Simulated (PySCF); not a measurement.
HCl$_{2}$HfO (SMILES [OH][Hf]([Cl])[Cl]), doublet, at a GFN2-xTB geometry (such geometries of metal compounds can be far from the true shape) (the multiplicity is a formal guess) (core potentials on Hf). Base run: TPSS/def2-SV(P) run with PySCF.

PySCF was given this input:
```python
from pyscf import gto, scf, dft

mol = gto.Mole()
mol.atom = '''
    Hf    0.169461    0.027077    0.082535
    Cl   -1.375802   -1.563278    0.190594
    Cl   -0.113926    1.793712   -1.216276
    O     1.476058   -0.558500    1.227798
    H     1.315727   -1.398881    1.671681
'''
mol.basis = 'def2-sv(p)'
mol.ecp = {'Hf': 'def2-sv(p)'}
mol.charge = 0
mol.spin = 1
mol.verbose = 4
mol.build()

mf = dft.UKS(mol)
mf.xc = 'tpss'
mf.kernel()
```

The base run was repeated with changes; each row names its change, and settings that it needs were set with it.

```csv
change,ΔE vs base (mEh),grid points,electrons on the grid,outcome
base,0.000,85448,55.00000,converged
small_rho_cutoff = 0,0.000,85448,55.00000,converged
grids.radi_method = gauss_chebyshev,0.006,82304,55.00000,converged
"grids.atom_grid = (99, 590)",0.005,153560,55.00000,converged
"grids.atom_grid = (150, 974)",0.007,382104,55.00000,converged
grids.level = 0,122.9,8184,54.97843,converged
grids.becke_scheme = stratmann,0.005,85448,55.00000,converged
"grids.atom_grid = (75, 302)",-0.059,69696,55.00001,converged
grids.level = 4,0.007,135808,55.00000,converged
grids.prune = dft.gen_grid.sg1_prune,-,-,-,input refused
grids.radi_method = mura_knowles,0.002,77936,55.00000,converged
```

Open shells are given as the SCF converged; they aren't shown to be the lowest states, and a large step between rows can be another state.

- grids.prune = dft.gen_grid.sg1_prune: ended with `IndexError: index 72 is out of bounds for axis 0 with size 19`
